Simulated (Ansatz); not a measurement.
Reactions of `[AlH2][NH][SiH3]`.

Isolated molecules relaxed with PBE0-D4/def2-TZVP in Ansatz; ΔE leaves out vibrations. CCSD(T)/CBS adds triple-zeta CCSD(T) − MP2 to the extrapolated MP2 energy (def2 sets, frozen cores). This one scheme is used for every species, atoms too. Open shells (•) are unrestricted, without spin–orbit coupling. Spin–orbit coupling would lower the free atoms: a little for Al, Si. One conformer a species, not always the lowest.

**Question.** Order these by ΔE at CCSD(T)/CBS, lowest first. (Best estimate.)
A. `[AlH2][NH][SiH3]` + `NC(F)[SiH2]Cl` → `[SiH3][NH][AlH][SiH2]Cl` + `NCF`
B. `[AlH2][NH][SiH3]` + `C[Si](O)([SiH3])S` → `O[Si]([SiH3])([SiH3])S` + `C[NH][AlH2]`
C. `[AlH2][NH][SiH3]` → `N[SiH2][AlH2]`
D. `[AlH2][NH][SiH3]` + `C[NH][AlH][OH]` → `C[NH][AlH][O][SiH3]` + `[NH2][AlH2]`
E. `[AlH2][NH][SiH3]` + `CO[SiH2]C` → `CO[SiH2][AlH2]` + `CN[SiH3]`
F. `[AlH2][NH][SiH3]` → Al• + 6 H• + N• + Si•
G. `[AlH2][NH][SiH3]` + `[SiH3]S` → `[AlH2][S][SiH3]` + `N[SiH3]`
H. `[AlH2][NH][SiH3]` + `CCOC=O` → `O=COC[SiH3]` + `C[NH][AlH2]`

**Answer.** D (-60.7 kJ/mol), A (-27.3 kJ/mol), G (-18.1 kJ/mol), C (+117.9 kJ/mol), H (+128.2 kJ/mol), B (+146.1 kJ/mol), E (+206.4 kJ/mol), F (+2706.2 kJ/mol).

Largest T1 diagnostic: 0.018, for Al•.
